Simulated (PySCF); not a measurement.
Species: C2H4N2OSi.
SMILES with atom numbers: `[SiH3:1][c:2]1[n:3][n:4][cH:5][o:6]1`

Geometry (GFN2-xTB, Å), atoms numbered from 1 in this order:
```xyz
10
C2H4N2OSi angstrom
Si    -1.8364   -0.0056    0.1019
C      0.0279    0.1822   -0.0602
N      0.7056    1.2389   -0.3783
N      2.0114    0.9104   -0.3566
C      2.0706   -0.3336   -0.0271
O      0.8572   -0.8653    0.1776
H     -2.1012   -1.4415    0.0071
H     -2.2252    0.5071    1.4148
H     -2.4504    0.7452   -0.9862
H      2.9496   -0.9331    0.0846
```

NICS is the negative of the GIAO shielding at a point without a nucleus: at the ring centre (0) and 1 Å above and below it (1); zz is the component along the ring normal. Level: GIAO PBE0/pcSseg-1 (PySCF, non-relativistic, gas phase) on the GFN2-xTB geometry, one conformer.

Ring bond lengths (Å), with Mayer bond orders in brackets: C2–N3 1.295 (1.65), N3–N4 1.347 (1.19), N4–C5 1.288 (1.70), C5–O6 1.341 (1.11), O6–C2 1.357 (1.04).

Question: Give the NICS values of each ring in ppm.

Answer: 
| ring | type | NICS(0) | NICS(1), two faces | NICS(1)zz, two faces | rms pucker (Å) | centre to ring atoms, mean (Å) |
| --- | --- | --- | --- | --- | --- | --- |
| C2–N3–N4–C5–O6 | 5-membered ring with 2 N and O; formal bonds all aromatic | -11.4 | -11.6 / -11.6 | -31.0 / -30.9 | 0.00 | 1.13 |

Question: What do they say, and how far can they be read as aromaticity?

Answer: 
- C2–N3–N4–C5–O6: mean NICS(1)zz -30.9 ppm, shielded. The ring is flat and has no four-coordinate atom; by the NICS criterion it is aromatic.

Question: And the bond-length index? Use HOMA with the parameters of Krygowski (1993).

Answer: 
- C2–N3–N4–C5–O6: HOMA 0.45; the largest term is that of O6–C2, α(R − Ropt)² = 1.33.

Question: Give the inner angles of the rings and the Hirshfeld charges of the ring atoms.

Answer: 
- C2–N3–N4–C5–O6: C2 110.7° (+0.024 e), N3 107.7° (-0.145 e), N4 106.5° (-0.148 e), C5 112.4° (+0.087 e), O6 102.7° (-0.062 e); sum 540.0° against 540° for a flat convex ring.

Question: What are the shieldings of the ring atoms and their hydrogens in the same run (means over atoms taken as equivalent)?

Answer: 
```
atoms                          environment  σ isotropic (ppm)
   C2          substituted aromatic carbon               19.3
   N3               pyridine-type nitrogen             -111.3
   N4               pyridine-type nitrogen              -89.7
   C5  aromatic CH next to a ring nitrogen               25.7
   O6                    furan-type oxygen              -17.8
  H10                    aromatic hydrogen              23.22
```
